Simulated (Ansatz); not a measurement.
C4H9BeF, singlet, geometry from GFN2-xTB (such geometries of metal compounds can be far from the true shape), atoms displaced at random by about 0.03 Å a coordinate; R2SCAN/STO-3G, gradient (Ansatz, a program for electronic structure).

Input for Ansatz:
Ansatz 0.2 input:
```yaml
crystal:
  periodic: [false, false, false]
  atoms:
    - {symbol: Be, position_ang: [-0.45106917, 1.26934259, -0.20228284]}
    - {symbol: F, position_ang: [-0.85779554, 2.59022214, -0.45413057]}
    - {symbol: C, position_ang: [0.10496613, -0.30792752, 0.06556481]}
    - {symbol: C, position_ang: [-0.98716689, -1.40251951, -0.28476654]}
    - {symbol: C, position_ang: [1.35269931, -0.72434351, -0.77477136]}
    - {symbol: C, position_ang: [0.47456501, -0.59505662, 1.55450317]}
    - {symbol: H, position_ang: [-0.60383111, -2.38390020, -0.13457193]}
    - {symbol: H, position_ang: [-1.22271100, -1.39439001, -1.37490315]}
    - {symbol: H, position_ang: [-1.80006599, -1.22768136, 0.30253792]}
    - {symbol: H, position_ang: [1.19220796, -0.65078612, -1.85177274]}
    - {symbol: H, position_ang: [2.23801555, -0.04669182, -0.59861306]}
    - {symbol: H, position_ang: [1.68814098, -1.81091931, -0.55527555]}
    - {symbol: H, position_ang: [1.30484500, 0.09301359, 1.83082711]}
    - {symbol: H, position_ang: [-0.33168560, -0.40019076, 2.23090176]}
    - {symbol: H, position_ang: [0.84317019, -1.59646353, 1.69402494]}
basis:
  gaussian:
    orbitals: STO-3G
hamiltonian:
  xc: r2scan
output: {forces: true}
```

What the program printed (banner, timings and long lists left out):

```
Functional definition: r2SCAN
541 factors; integrals over basis functions are off by at most 1.1e-3 eV
mean field evaluation 1: about -7316.1926 eV, gradient 5.1e0 eV
mean field evaluation 2: about -7316.0777 eV, gradient 7.3e0 eV
mean field evaluation 4: about -7316.2548 eV, gradient 1.4e0 eV
mean field evaluation 8: about -7316.1065 eV, gradient 2.5e-2 eV
a density is far from that of the atoms, so the factors are made again for it
563 factors; integrals over basis functions are off by at most 4.6e-5 eV
mean field evaluation 16: about -7316.2614 eV, gradient 2.2e-1 eV
mean field -7316.10588681 eV, -268.8619323056 hartree, gradient 1.7e-5 eV, S^2 0.000000; 0 other end points of the search recorded, 0 dependent functions left out
the calculation of the forces begins
reference -7316.10589501 eV, -268.8619326069 hartree; 23, 23 occupied and 16, 16 virtual orbitals, 563 factors
Total energy: -7316.10589501 eV, -268.8619326069 hartree
Atom 0 at    -0.451069     1.269343    -0.202283 Å, force    -0.809805     3.120954    -0.683982 eV/Å
Atom 1 at    -0.857796     2.590222    -0.454131 Å, force     0.822868    -2.838563     0.563458 eV/Å
Atom 2 at     0.104966    -0.307928     0.065565 Å, force    -0.057142    -2.192242    -0.139238 eV/Å
Atom 3 at    -0.987167    -1.402520    -0.284767 Å, force     2.708532     1.218793    -3.488674 eV/Å
Atom 4 at     1.352699    -0.724344    -0.774771 Å, force     2.108304    -0.348265     0.154892 eV/Å
Atom 5 at     0.474565    -0.595057     1.554503 Å, force     1.564160     2.069367    -0.379066 eV/Å
Atom 6 at    -0.603831    -2.383900    -0.134572 Å, force     0.676261    -1.376343     0.800034 eV/Å
Atom 7 at    -1.222711    -1.394390    -1.374903 Å, force    -0.336588     0.430315     0.720130 eV/Å
Atom 8 at    -1.800066    -1.227681     0.302538 Å, force    -3.519767     0.310195     1.956607 eV/Å
Atom 9 at     1.192208    -0.650786    -1.851773 Å, force    -0.479785    -0.133717    -0.393917 eV/Å
Atom 10 at     2.238016    -0.046692    -0.598613 Å, force    -0.745477    -0.700466     0.245932 eV/Å
Atom 11 at     1.688141    -1.810919    -0.555276 Å, force    -0.678595     1.829775    -0.174882 eV/Å
Atom 12 at     1.304845     0.093014     1.830827 Å, force    -0.338207    -0.379291     0.115211 eV/Å
Atom 13 at    -0.331686    -0.400191     2.230902 Å, force    -1.048929     0.062542     0.704744 eV/Å
Atom 14 at     0.843170    -1.596464     1.694025 Å, force     0.134171    -1.073053    -0.001247 eV/Å
Dipole moment:    -0.047839     0.094370    -0.008378 e Å
```
